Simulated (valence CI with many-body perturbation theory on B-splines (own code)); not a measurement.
# E1 transitions of K XIV

Level of theory: relativistic CI+MBPT: four valence electrons over a frozen Dirac-Fock core [He], radial functions for each j: 11 s, 11 p, 10 d, 8 f, 5 g, 2 h, with the one-electron correlation potential Σ1 (screened to all orders), the two-electron term Σ2, the three-electron term Σ3, Breit, model QED; selected single and double excitations, second order for the rest, scaled by the run's own slope (own B-spline code, finite nucleus).

No measured spectrum was set against this ion. As an estimate, levels of excited configurations hold to 0.05 to 0.15 % of their energy, terms of the ground configuration to about 0.5 %. Among the levels kept, up to 940 cm⁻¹ of a level comes from second order outside the variational space, and about a tenth of that is noise between levels of different J, which matters for small intervals.

Lines 1 to 50 of 547 in falling wavelength, among levels below 574.69 eV, chosen from the strongest by gf and those to the six lowest levels. Wavelengths and rates use the calculated energies, so an error of 300 cm⁻¹ moves a line at 115.6 nm by 0.35 % and its rate by three times that or more. Electric multipoles are in the length gauge, E1 and E2 with the static RPA response of the core. Weak lines are less certain than strong ones. Lines between different terms over intervals too small for the method are left out, as are lines whose strength nearly cancels. The highest levels of a list are the least certain.

Names give the largest LS component (configuration and term), which can be under half, so a name can repeat, a term be missing and a line seem to break the LS rules; names also repeat where a configuration has a term twice. Letters in brackets count levels of one name in rising energy.

```csv
λ vac (nm),Upper,Lower,A (s⁻¹),S (a.u.)
115.6,2p3 3p 3P_1,2p3 3s 3S°_1,1.95e+08,4.47e-01
114.1,2p3 3p 3P_2,2p3 3s 3S°_1,1.96e+08,7.19e-01
107.7,2s 2p2 3p 1D°_2 [a],2s 2p2 3s 1D_2,1.75e+08,5.39e-01
95.29,2s2 2p 3d 1P°_1,2s2 2p 3p 1S_0,2.23e+08,2.86e-01
94.40,2p3 3p 3D_2,2p3 3s 3D°_2,4.17e+08,8.66e-01
94.28,2s 2p2 3d 3D_3 [b],2s 2p2 3p 3P°_2 [b],1.29e+08,3.73e-01
94.23,2s 2p2 3d 3D_2 [b],2s 2p2 3p 3P°_1 [b],1.35e+08,2.80e-01
94.09,2s 2p2 3p 1F°_3,2s 2p2 3s 1D_2,4.29e+08,1.23e+00
93.50,2s 2p2 3p 3D°_3 [a],2s 2p2 3s 3P_2 [a],4.27e+08,1.21e+00
93.09,2p3 3p 3D_3,2p3 3s 3D°_3,5.31e+08,1.48e+00
92.98,2s 2p2 3d 5P_3,2s 2p2 3p 5S°_2,1.77e+08,4.92e-01
91.86,2s 2p2 3p 3D°_2 [a],2s 2p2 3s 3P_1 [a],4.06e+08,7.77e-01
91.17,2s 2p2 3p 3D°_1 [a],2s 2p2 3s 3P_0 [a],3.02e+08,3.39e-01
89.75,2s 2p2 3p 1P°_1 [b],2s 2p2 3s 1S_0,3.71e+08,3.97e-01
88.82,2s 2p2 3d 5P_2,2s 2p2 3p 5S°_2,2.69e+08,4.65e-01
88.77,2s2 2p 3p 3D_1 [a],2s2 2p 3s 3P°_1,3.13e+08,3.24e-01
86.07,2s 2p2 3p 1P°_1 [a],2s 2p2 3s 1D_2,4.65e+08,4.39e-01
85.84,2p3 3p 3F_2,2p3 3s 3D°_1,8.05e+08,1.26e+00
85.19,2s 2p2 3d 3F_4 [b],2s 2p2 3p 3D°_3 [b],3.41e+08,9.36e-01
84.30,2p3 3p 5P_1,2p3 3s 5S°_2,7.92e+08,7.02e-01
83.80,2p3 3p 3F_3,2p3 3s 3D°_2,8.50e+08,1.73e+00
83.40,2s 2p2 3d 3F_3 [b],2s 2p2 3p 3D°_2 [b],3.65e+08,7.31e-01
83.30,2p3 3p 3F_4,2p3 3s 3D°_3,9.24e+08,2.37e+00
83.16,2s 2p2 3p 3P°_1 [a],2s 2p2 3s 3P_2 [a],3.70e+08,3.15e-01
82.97,2p3 3p 5P_2,2p3 3s 5S°_2,8.24e+08,1.16e+00
82.20,2s 2p2 3d 3F_2 [b],2s 2p2 3p 3D°_1 [b],3.35e+08,4.59e-01
81.62,2s 2p2 3p 5D°_2,2s 2p2 3s 5P_2,3.34e+08,4.49e-01
81.30,2s 2p2 3d 5F_5,2s 2p2 3p 5D°_4,6.87e+08,2.00e+00
81.11,2s 2p2 3d 5F_2,2s 2p2 3p 5D°_2,2.24e+08,2.95e-01
81.01,2s 2p2 3p 3S°_1 [a],2s 2p2 3s 5P_1,3.14e+08,2.47e-01
80.89,2s 2p2 3p 3D°_3 [c],2s 2p2 3s 3P_2 [b],6.68e+08,1.22e+00
80.61,2s 2p2 3p 3P°_2 [a],2s 2p2 3s 3P_2 [a],6.27e+08,8.11e-01
80.24,2p3 3p 5P_3,2p3 3s 5S°_2,9.34e+08,1.67e+00
79.97,2s 2p2 3p 3F°_2,2s 2p2 3s 3D_1,4.35e+08,5.49e-01
79.87,2s 2p2 3p 3P°_1 [d],2s 2p2 3s 3P_0 [b],4.42e+08,3.34e-01
79.70,2s 2p2 3d 5F_4,2s 2p2 3p 5D°_3,6.85e+08,1.54e+00
78.71,2s 2p2 3d 3G_3,2s 2p2 3p 1D°_2 [a],1.86e+08,3.14e-01
78.62,2s 2p2 3d 3D_3 [b],2s 2p2 3p 3D°_3 [b],2.48e+08,4.17e-01
78.50,2s 2p2 3d 3F_4 [c],2s 2p2 3p 3D°_3 [c],6.53e+08,1.40e+00
78.40,2s 2p2 3d 5F_2,2s 2p2 3p 5D°_1,3.29e+08,3.91e-01
78.24,2s 2p2 3d 5F_3,2s 2p2 3p 5D°_2,6.36e+08,1.05e+00
78.12,2s 2p2 3d 1F_3 [b],2s 2p2 3p 1D°_2 [b],6.68e+08,1.10e+00
77.94,2s 2p2 3d 3D_3 [c],2s 2p2 3p 3P°_2 [c],7.30e+08,1.19e+00
77.77,2s2 2p 3p 3D_3,2s2 2p 3s 3P°_2,8.05e+08,1.31e+00
77.73,2s 2p2 3p 5P°_2,2s 2p2 3s 5P_3,3.37e+08,3.91e-01
77.63,2s 2p2 3p 5D°_1,2s 2p2 3s 5P_1,4.52e+08,3.13e-01
77.52,2s 2p2 3d 3D_2 [b],2s 2p2 3p 3D°_2 [b],2.38e+08,2.73e-01
77.44,2s 2p2 3d 3G_5,2s 2p2 3p 3F°_4,8.31e+08,2.10e+00
77.38,2s 2p2 3d 3F_3 [c],2s 2p2 3p 3P°_2 [d],6.89e+08,1.10e+00
77.32,2s 2p2 3p 3P°_2 [d],2s 2p2 3s 3P_1 [b],7.36e+08,8.39e-01
```
